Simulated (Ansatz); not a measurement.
Stepwise reaction of `O[SiH](O)N[SiH3]` with hydrogen, as a gas-phase model of exchange steps in deposition or etching. ΔE in kJ/mol.

Isolated molecules relaxed with PBE0-D4/def2-TZVP in Ansatz; ΔE leaves out vibrations. CCSD(T)/CBS adds triple-zeta CCSD(T) − MP2 to the extrapolated MP2 energy (def2 sets, frozen cores). This one scheme is used for every species. DFT in def2-TZVPP. B3LYP here is the variant with VWN-RPA as its local correlation; programs differ in this. Each species was taken in one conformer, which may not be the lowest.

```csv
step,reaction,PBE-D4,B3LYP-D4,ωB97M-V,CCSD(T)/CBS
1,`O[SiH](O)N[SiH3]` + H₂ → `O[SiH2]N[SiH3]` + H₂O,94.5,101.8,103.1,99.5
2,`O[SiH2]N[SiH3]` + H₂ → `[SiH3]N[SiH3]` + H₂O,85.4,90.4,91.5,88.9
```

(1) By hand: ΔE of the 2 steps together at CCSD(T)/CBS.

Results:

(1) (99.5) + (88.9) = 188.4 kJ/mol, or 94.2 kJ/mol a step.

In ΔE each step is lower than the one before. All are uphill at CCSD(T)/CBS. PBE-D4 differs from CCSD(T)/CBS by -5.0 to -3.5 kJ/mol a step. Only this route is followed, and other bonds may react first. Isolated molecules leave out the surface, adducts and barriers. Largest T1 diagnostic: 0.011.
